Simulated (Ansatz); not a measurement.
Total energies of the cluster Ga5F from Ansatz at PBE-D4/def2-SVP, gas phase (1 Eh = 27.2114 eV = 2625.5 kJ/mol). The reference geometry is relaxed at PBE-D4/def2-SVP.

```xyz
6

Ga    0.850    1.181   -0.248
Ga   -0.119    0.988    2.042
Ga   -1.864    0.707   -0.170
Ga    1.208   -1.269    0.964
Ga   -0.693   -1.558   -0.838
F     0.619   -0.048   -1.750
```

| state | geometry | energy (Eh) |
| --- | --- | --- |
| charge 0 singlet | reference | -9721.39899 |
| charge -1 doublet | reference | -9721.44956 |
| free Ga atom (doublet) | – | -1924.26790 |
| free F atom (doublet) | – | -99.53976 |

Task: Work out the vertical electron affinity, to the doublet.

Result: E(charge 0 singlet) − E(charge -1 doublet) = -9721.39899 − (-9721.44956) = 0.05057 Eh = 1.38 eV. The basis lacks diffuse functions, which makes affinities too small.

Task: What is the binding energy per atom against free atoms?

Result: Atoms: 5 × (-1924.26790) + 1 × (-99.53976) = -9720.87926 Eh. Binding: -9720.87926 − (-9721.39899) = 0.51973 Eh = 14.14 eV, or 2.36 eV for each of 6 atoms (no zero-point energy, no counterpoise term).

The restricted singlet is unstable towards broken spin symmetry in Hartree–Fock (as tested in another run); at PBE-D4/def2-SVP this wasn't settled. At PBE-D4/def2-SVP the highest occupied level of the charge -1 doublet lies above zero (up to 0.71 eV). By energy differences its removal costs 1.38 eV (vertical, to the charge 0 singlet, at PBE-D4/def2-SVP); self-interaction error and the lack of diffuse functions both raise the level. 

The structure comes from a short search, and lower isomers may exist.
